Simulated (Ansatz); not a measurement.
Mulliken charges of C₂H₆OSn, SMILES `[CH3][SnH2][CH]=O` from ωB97M-V/def2-TZVPP in Ansatz (PBE0-D4/def2-TZVP geometry).

```
atom   x (Å)   y (Å)   z (Å)  charge (e)
  C1   0.416   1.535   0.319      -0.607
 Sn2  -0.744  -0.096  -0.420       0.549
  C3   0.388  -1.927   0.079      -0.039
  O4   1.368  -1.870   0.768      -0.240
  H5  -0.205   2.420   0.445       0.141
  H6   0.846   1.251   1.280       0.152
  H7   1.225   1.758  -0.377       0.144
  H8  -2.279  -0.184   0.334      -0.092
  H9  -0.978  -0.021  -2.115      -0.092
 H10   0.046  -2.917  -0.310       0.085
```

Q: By hand: the dipole of these point charges (1 e Å = 4.8032 D).

A: Σ q r = (-0.425, 0.095, -0.271) e Å, of length 0.513 e Å = 2.46 D.

Q: How does the dipole of the full density compare? (Best estimate.)

A: The calculation gave: (-0.275, 0.145, -0.195) e Å, 1.76 D; the point charges give 1.40 times that, at 13° from its direction.

Point charges leave out the atoms' own dipoles, such as those of lone pairs, and Mulliken's split depends on the basis, so the two needn't agree.
